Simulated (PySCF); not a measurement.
This script is equivalent to a calculation on Se (selenium, neutral).

```python
from pyscf import gto, scf, dft, mp, cc
import basis_set_exchange as bse
mol = gto.M(atom="Se 0 0 0", charge=0, spin=2, symmetry="D2h",
            basis=gto.basis.parse(bse.get_basis("def2-TZVP", elements=["Se"], fmt="nwchem", header=False)))
mf = dft.UKS(mol, xc="MN15")
mf.irrep_nelec = {'Ag': (6, 6), 'B1g': (1, 1), 'B2g': (1, 1), 'B3g': (1, 1), 'B1u': (3, 2), 'B2u': (3, 3), 'B3u': (3, 2)}
mf.kernel()
```

Problem. What total energy does it give?

Solution. -2401.816 hartree (calculated).

Problem. Which occupied shell lies highest, and where?

Solution. 4p β, at -7.462 eV.

Problem. What is ⟨S²⟩, and what would a pure spin state give?

Solution. 2.004, against 2.00.
